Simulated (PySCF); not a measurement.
Species: C₈H₆BrFO₂.
Atom-mapped SMILES: `[CH3:1][O:2][c:3]1[cH:4][cH:5][c:6]([Br:7])[c:8]([C:9](=[O:10])[F:11])[cH:12]1` (hydrogens: H13, H14, H15 on C1; H16 on C4; H17 on C5; H18 on C12)

Theory: PySCF, PBE0-D3(BJ)/def2-SVP geometry optimisation, gas phase.

Question: Give the optimised bond lengths and angles.

Answer: 
```csv
bond,length (Å)
C1–O2,1.403
O2–C3,1.343
C3–C4,1.402
C4–C5,1.384
C5–C6,1.400
C6–Br7,1.880
C6–C8,1.405
C8–C9,1.482
C9=O10,1.183
C9–F11,1.350
C8–C12,1.407
C3–C12,1.392
"C1–H13, C1–H14, C1–H15",1.102
C4–H16,1.092
C5–H17,1.091
C12–H18,1.087
```

Bonds in one row agree within 0.01 Å and their mean is given. A selection of angles:
```csv
angle,degrees
O2–C1–H13,111.7
O2–C1–H14,106.6
H13–C1–H14,108.9
C1–O2–C3,118.7
O2–C3–C4,116.7
O2–C3–C12,124.4
C4–C3–C12,118.9
C3–C4–C5,120.3
C3–C4–H16,118.6
C5–C4–H16,121.0
C4–C5–C6,121.1
C4–C5–H17,120.0
C6–C5–H17,118.9
C5–C6–Br7,116.6
C5–C6–C8,119.2
Br7–C6–C8,124.2
C6–C8–C9,122.8
C6–C8–C12,119.2
C9–C8–C12,118.0
C8–C9–O10,129.1
C8–C9–F11,111.3
O10–C9–F11,119.5
C8–C12–H18,117.8
C3–C12–C8,121.3
C3–C12–H18,121.0
```

Dihedral angles: C1–O2–C3–C4 180° (antiperiplanar); C6–C8–C9–O10 0° (synperiplanar).

Of the pairs four or more bonds apart, F11···H18 is among the closest relative to their van der Waals radii: 2.21 Å, 83 % of the sum of Bondi's values. The 3 C–O bonds span 1.183 Å (C9=O10, drawn double) to 1.403 Å (C1–O2, drawn single), a spread of 0.220 Å. The 6-membered ring C3–C4–C5–C6–C8–C12 has internal angles of 118.9° to 121.3° (sum 720°, against 720° for a flat polygon); it is planar, 0.00 Å rms from its mean plane, widest ring torsion 0°. The 12 heavy atoms lie in one plane (0.004 Å rms). O2 (aryl ether oxygen) is bent (angle 118.7°). The 7 C–C bonds span 1.384 Å (C4–C5, aromatic) to 1.482 Å (C8–C9, drawn single), a spread of 0.098 Å.

Point group: Cs (every atom within 0.08 Å of its image). Stationary, but not proved a minimum. One conformer, not necessarily the lowest.

The run took 6.3 min wall on one thread of an Arm Neoverse V1, shared host with 32 logical CPUs at a one-minute load of 12, and the process peaked at 1.2 GiB of memory. These figures are those of the optimisation.
